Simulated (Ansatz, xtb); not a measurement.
## Two structures of C4H6BCl2N

Structure I: `C[C@H](C#N)CB(Cl)Cl`, a singlet. Structure II: a singlet given by its coordinates. Both are isolated molecules in the gas phase, relaxed with PBE0-D3(BJ)/def2-SVP; the shapes shown needn't be the lowest conformers.

I (Å):

```yaml
atoms:
  - { symbol: C, position_ang: [-0.5091, 1.6004, -0.9722] }
  - { symbol: C, position_ang: [-0.1406, 0.1848, -1.4188] }
  - { symbol: C, position_ang: [-1.3465, -0.6305, -1.5921] }
  - { symbol: C, position_ang: [0.8261, -0.5070, -0.4484] }
  - { symbol: B, position_ang: [1.4250, -1.8878, -0.8866] }
  - { symbol: Cl, position_ang: [2.1549, -2.9420, 0.3040] }
  - { symbol: Cl, position_ang: [1.4556, -2.3801, -2.5656] }
  - { symbol: N, position_ang: [-2.3028, -1.2731, -1.7017] }
  - { symbol: H, position_ang: [0.3992, 2.2169, -0.9014] }
  - { symbol: H, position_ang: [-0.9938, 1.5863, 0.0154] }
  - { symbol: H, position_ang: [-1.1969, 2.0775, -1.6844] }
  - { symbol: H, position_ang: [0.3378, 0.2349, -2.4122] }
  - { symbol: H, position_ang: [1.7011, 0.1544, -0.2933] }
  - { symbol: H, position_ang: [0.3671, -0.6056, 0.5494] }
```

II (Å):

```yaml
atoms:
  - { symbol: C, position_ang: [0.6293, 0.8185, -0.7667] }
  - { symbol: C, position_ang: [0.8324, -0.3714, 0.0119] }
  - { symbol: C, position_ang: [-0.1115, -1.3424, 0.0397] }
  - { symbol: C, position_ang: [-1.3643, -1.2833, -0.7468] }
  - { symbol: B, position_ang: [-1.7650, 0.1825, -1.2915] }
  - { symbol: Cl, position_ang: [-2.4728, 0.1548, -3.0021] }
  - { symbol: Cl, position_ang: [-2.8771, 1.0898, -0.1073] }
  - { symbol: N, position_ang: [-0.4797, 1.0738, -1.3730] }
  - { symbol: H, position_ang: [-0.5538, 1.9481, -1.8888] }
  - { symbol: H, position_ang: [1.4431, 1.5496, -0.8440] }
  - { symbol: H, position_ang: [1.7731, -0.4687, 0.5558] }
  - { symbol: H, position_ang: [0.0941, -2.2386, 0.6383] }
  - { symbol: H, position_ang: [-2.1935, -1.7188, -0.1653] }
  - { symbol: H, position_ang: [-1.2319, -1.9832, -1.5968] }
```

Close contacts (Å): C1–C2 1.44, C1–N8 1.29, C2–C3 1.35, C3–C4 1.48, C4–B5 1.61, B5–Cl6 1.85, B5–Cl7 1.86, B5–N8 1.57, C1–H10 1.10, C2–H11 1.09, C3–H12 1.10, C4–H13 1.10, C4–H14 1.11, N8–H9 1.02.

Quicker runs give these differences E(II) − E(I): GFN2-xTB −12.4 kcal/mol; HF/STO-3G −7.1 kcal/mol (at GFN2-xTB geometries); r2SCAN-D4/def2-SVP −19.0 kcal/mol (at GFN2-xTB geometries).

Question: Estimate E(II) − E(I) at the level CCSD(T)/def2-SVP + ΔMP2/def2-TZVPP.

Answer: Calculated at CCSD(T)/def2-SVP + ΔMP2/def2-TZVPP: E(II) − E(I) = −7.2 kcal/mol, so structure II lies lower.

How the difference moves with the method:

```csv
level,geometry,E(II) − E(I) (kcal/mol),departure from the last row (kcal/mol),"job, with rough time for the two"
GFN2-xTB,GFN2-xTB,−12.4,−5.2,"optimisation, 0.56 s"
HF/STO-3G,GFN2-xTB,−7.1,+0.1,"single point, 0.48 s"
r2SCAN-D4/def2-SVP,GFN2-xTB,−19.0,−11.8,"single point, 4.3 s"
PBE0-D3(BJ)/def2-SVP,PBE0-D3(BJ)/def2-SVP,−18.1,−10.9,"optimisation, 63 s"
HF/def2-SVP,PBE0-D3(BJ)/def2-SVP,−5.3,+2.0,part of the CCSD(T) run
MP2/def2-SVP,PBE0-D3(BJ)/def2-SVP,−2.4,+4.9,part of the CCSD(T) run
CCSD(T)/def2-SVP,PBE0-D3(BJ)/def2-SVP,−4.4,+2.8,single point
CCSD(T)/def2-SVP + ΔMP2/def2-TZVPP,PBE0-D3(BJ)/def2-SVP,−7.2,,"single point, 98 s"
```

The levels shown agree on the order. The largest departure from CCSD(T)/def2-SVP + ΔMP2/def2-TZVPP is that of r2SCAN-D4/def2-SVP, 11.8 kcal/mol. The last row adds to CCSD(T) the change of the MP2 difference between the two basis sets, here −2.8 kcal/mol.

With thermal terms from frequencies at re-optimised GFN2-xTB minima (ideal gas, soft modes damped towards free rotors, one conformer each, 298.15 K, 1 atm): on the last row, ΔE + ΔZPE = −6.8, ΔH = −7.6, ΔG = −5.5 kcal/mol.

The correlated steps freeze 16 core orbitals. Mirror images aren't counted in ΔG. Run with Ansatz 0.2.0, xtb 6.7.1; the last row on 4 threads of Arm Neoverse V1 on a shared host.
